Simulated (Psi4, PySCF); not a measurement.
The Psi4 input:
```
memory 2 GB

molecule mol {
0 1
C     0.002516   -0.004274    0.213843
C    -0.010288   -0.013517    1.409876
C     0.009017    0.011792   -1.231568
H    -0.034810   -0.014362    2.458140
H    -0.015690    1.040633   -1.590244
H     0.908339   -0.473778   -1.609429
H    -0.865304   -0.516494   -1.611373
}

set {
  basis 6-31g**
  reference rks
  scf_type pk
  puream true
  d_convergence 1e-8
  dft_radial_points 99
  dft_spherical_points 590
}

energy('wb97x')
print_variables()
```

Question: Write the same job for PySCF.

Answer: One answer among several that fit: 
```python
from pyscf import gto, scf, dft

mol = gto.M(
    atom='''
C     0.00251601   -0.00427449    0.21384286
C    -0.01028846   -0.01351722    1.40987627
C     0.00901665    0.01179166   -1.23156806
H    -0.03481017   -0.01436157    2.45813969
H    -0.01568984    1.04063331   -1.59024389
H     0.90833899   -0.47377787   -1.60942938
H    -0.86530420   -0.51649354   -1.61137288
''',
    basis='6-31g**',
    verbose=3,
)

mf = dft.RKS(mol)
mf.xc = 'wb97x'
mf.grids.atom_grid = (99, 590)
mf.grids.prune = None
mf.kernel()
```

Both were run: Psi4 gave -116.617259 Eh and PySCF -116.617258 Eh, 0.000 mEh apart.
